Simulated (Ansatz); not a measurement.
CH₆OSSi, SMILES `O[SiH2]CS`. Total charge 0; spin multiplicity 1. The geometry is a stationary point of PBE0-D4/def2-TZVP. It is one conformer, not always the lowest.

```xyz
10

O     0.433   -0.872   -1.687
Si    0.290    0.524   -0.831
C    -0.813    0.236    0.658
S    -0.143   -1.151    1.624
H     0.576   -1.653   -1.145
H    -0.274    1.532   -1.763
H     1.604    0.998   -0.310
H    -1.801   -0.097    0.330
H    -0.953    1.115    1.291
H     1.080   -0.632    1.832
```

Question: What is the dipole moment at ωB97M-V/def2-TZVPP? (Estimate.)

Answer: The calculation gave: 1.16 D, with components (-0.14, 0.55, 1.02) D in this frame, pointing from negative to positive charge.

Question: And with PBE, r2SCAN, B3LYP? (Best estimate.)

Answer: Computed: PBE 1.15 D, r2SCAN 1.15 D, B3LYP 1.20 D.

Question: Give the Mulliken charges with ωB97M-V, B3LYP, r2SCAN in def2-TZVPP. (An estimate is asked.)

Answer: Computed: 
| atom | ωB97M-V | B3LYP | r2SCAN |
| --- | --- | --- | --- |
| O1 | -0.39 | -0.40 | -0.42 |
| Si2 | 0.42 | 0.50 | 0.51 |
| C3 | -0.33 | -0.24 | -0.18 |
| S4 | -0.17 | -0.19 | -0.20 |
| H5 | 0.18 | 0.18 | 0.20 |
| H6 | -0.04 | -0.09 | -0.09 |
| H7 | -0.07 | -0.11 | -0.11 |
| H8 | 0.14 | 0.12 | 0.09 |
| H9 | 0.14 | 0.12 | 0.09 |
| H10 | 0.12 | 0.11 | 0.10 |

B3LYP here is the variant with VWN-RPA as its local correlation; programs differ in this.
